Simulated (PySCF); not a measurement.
Ge(NH2)4, SMILES [NH2][Ge]([NH2])([NH2])[NH2] (CAM-B3LYP/def2-SVP optimised geometry):

```
13

N      1.391    -0.718     0.000
Ge    -0.433    -0.718     0.000
N     -0.851    -1.831    -1.383
N     -0.850     1.058     0.000
N     -1.422    -1.379     1.383
H      1.839    -1.629    -0.022
H      1.839    -0.127     0.694
H     -1.841    -1.991    -1.545
H     -0.379    -1.648    -2.263
H     -1.839     1.286     0.024
H     -0.378     1.629    -0.695
H     -1.350    -0.879     2.264
H     -1.352    -2.380     1.544
```

Method: CAM-B3LYP/def2-TZVP (PySCF 2.14.0).

Problem. What are the frontier orbital energies and the dipole moment?

Solution. HOMO-2 -9.05 eV, HOMO-1 -8.23 eV, HOMO -8.23 eV, LUMO 1.29 eV, LUMO+1 2.67 eV; dipole moment 0.00 D.

On the same geometry PBE/def2-TZVP (PySCF) gives HOMO-2 -5.99 eV, HOMO-1 -5.31 eV, HOMO -5.31 eV, LUMO -0.30 eV, LUMO+1 1.04 eV; dipole moment 0.00 D.

Meta-Löwdin charges at CAM-B3LYP/def2-TZVP: N1 -0.74, Ge2 1.14, N3 -0.74, N4 -0.74, N5 -0.74, H6 0.23, H7 0.23, H8 0.23, H9 0.23, H10 0.23, H11 0.23, H12 0.23, H13 0.23.
